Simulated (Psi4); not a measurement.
Pair of molecules, SMILES C=C with SMILES C#N, pulled apart as rigid monomers along the line of their centres of mass from the B3LYP-D3(BJ)/def2-TZVP minimum (SMILES order as in the coordinates).
Starting geometry (charge 0, multiplicity 1):
```csv
atom,x (Å),y (Å),z (Å)
C,0.6559,0.0111,-0.0014
C,-0.6670,0.0437,0.0893
H,1.2053,-0.9226,0.0198
H,1.2418,0.9158,-0.1115
H,-1.2172,0.9766,0.0571
H,-1.2537,-0.8618,0.1883
C,0.2488,0.2742,3.6655
N,0.3284,0.3500,4.8069
H,0.1740,0.2028,2.5987
```

Method: SAPT0/jun-cc-pV(D+d)Z in Psi4.

```json
[
 {"C1···H9 (Å)": "2.40", "electrostatics (kcal/mol)": "-5.58", "exchange (kcal/mol)": "8.52", "induction (kcal/mol)": "-2.42", "dispersion (kcal/mol)": "-2.07", "total": "-1.56"},
 {"C1···H9 (Å)": "2.65", "electrostatics (kcal/mol)": "-3.69", "exchange (kcal/mol)": "…", "induction (kcal/mol)": "-1.29", "dispersion (kcal/mol)": "-1.29", "total": "-2.36"},
 {"C1···H9 (Å)": "3.04", "electrostatics (kcal/mol)": "-2.20", "exchange (kcal/mol)": "1.19", "induction (kcal/mol)": "-0.54", "dispersion (kcal/mol)": "-0.67", "total": "-2.21"},
 {"C1···H9 (Å)": "3.69", "electrostatics (kcal/mol)": "-1.12", "exchange (kcal/mol)": "0.16", "induction (kcal/mol)": "-0.15", "dispersion (kcal/mol)": "-0.24", "total": "-1.35"},
 {"C1···H9 (Å)": "4.73", "electrostatics (kcal/mol)": "-0.48", "exchange (kcal/mol)": "0.01", "induction (kcal/mol)": "-0.03", "dispersion (kcal/mol)": "…", "total": "-0.57"}
]
```

Task: What belongs in the gaps?

Result: 
- 4.73, dispersion (kcal/mol): -0.06
- 2.65, exchange (kcal/mol): 3.90
